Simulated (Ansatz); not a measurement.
Reaction (formal exchange of groups at the Al–Si bond): `O[SiH2][AlH][F]` + `CCC` → `CC[CH2][AlH][F]` + `O[SiH3]`

Gas-phase electronic energies from Ansatz, PBE0-D4/def2-TZVP geometries. CCSD(T)/CBS adds triple-zeta CCSD(T) − MP2 to the extrapolated MP2 energy (def2 sets, frozen cores). Functionals use def2-TZVPP. B3LYP here is the variant with VWN-RPA as its local correlation; programs differ in this. Each species was taken in one conformer, which may not be the lowest.

CCSD(T)/CBS gives -0.1 kcal/mol.

**Question.** Another level gave -2.1 kcal/mol. Which?
A. MP2/def2-TZVPP
B. B3LYP/def2-TZVPP
C. PBE/def2-TZVPP
D. CCSD/def2-TZVPP

**Answer.** A. MP2/def2-TZVPP -2.1, PBE 3.4, CCSD/def2-TZVPP -0.1, B3LYP 1.1 kcal/mol.

Largest T1 diagnostic among the species: 0.013.

From PBE to PBE0 (25 % exact exchange), in def2-TZVPP and without D4, ΔE moves by −0.8 kcal/mol.
